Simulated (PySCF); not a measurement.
W(NH)2(F)(Br) (BrFH2N2W), SMILES [F][W](=[NH])(=[NH])[Br], multiplicity 1.

The structure is a stationary point at B3LYP-D3(BJ)/def2-SVP. The multiplicity is an assumed one; no other spin state was optimised. The structure was generated by enumeration; whether it is a known compound was not checked. The def2 effective core potentials stand for the cores of W; spin–orbit coupling is left out.

Level of theory: PBE/def2-TZVP in PySCF.

Computed frontier levels, gap, dipole moment and polarisability:
The highest occupied level is -6.80 eV and the lowest empty level is -2.93 eV. The orbital gap is 3.88 eV. The dipole moment is 2.52 D, the quadrupole, principal values (traceless, Buckingham form, about the centre of nuclear charge) is -9.28, 0.86, 8.42 D·Å and the mean static polarisability is 75.0 bohr³ (11.12 Å³). The polarisability, principal values is 61.2, 74.5, 89.3 bohr³.
